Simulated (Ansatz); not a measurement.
Computed with Ansatz on PBE0-D4/def2-TZVP structures; ΔE is electronic, products minus reactants. CBS: MP2 limit from def2 TZ/QZ plus the TZ coupled-cluster correction, frozen cores. This one scheme is used for every species. DFT in def2-TZVPP. HSE06 is defined as in plane-wave codes. Each species was taken in one conformer, which may not be the lowest.

Consider the silylene formation by 1,1-elimination: `NC(S)C[SiH3]` → `CC(N)S` + `[SiH2]`.

| level | ΔE (kcal/mol) | difference from CCSD(T)/CBS |
| --- | --- | --- |
| PBE-D4 | 56.6 | 1.1 |
| BLYP-D4 | 52.0 | -3.5 |
| r2SCANh-D4 | 60.3 | 4.8 |
| HSE06-D4 | 58.2 | 2.7 |
| revPBE | 49.8 | -5.7 |
| r2SCANh | 59.5 | 4.0 |
| BHLYP | 52.7 | -2.8 |
| MP2/def2-SVP | 57.7 | 2.2 |
| CCSD/def2-TZVPP | 52.5 | -3.0 |
| MP2/CBS(def2) | 60.6 | 5.1 |
| CCSD(T)/CBS | 55.5 | 0 |

Question: What do rigid-rotor, harmonic-oscillator terms from PBE0-D4/def2-TZVP frequencies (298.15 K, 1 bar) make of the CCSD(T)/CBS value? (Estimate.)

Answer: Computed: ΔZPE = -2.1 kcal/mol, ΔH = +54.4 kcal/mol, ΔS = 157 J/(mol·K), ΔG = +43.3 kcal/mol.

Largest T1 diagnostic among the species: 0.014.

From PBE to PBE0 (25 % exact exchange), in def2-TZVPP and without D4, ΔE moves by +2.0 kcal/mol. The D4 term adds +4.1 kcal/mol with B3LYP and +2.2 kcal/mol with PBE0; it sums over pairs of atoms, weighted by their polarisabilities, and B3LYP, whose exchange is more repulsive, gets the larger term.

B3LYP here is the variant with VWN-RPA as its local correlation; programs differ in this.
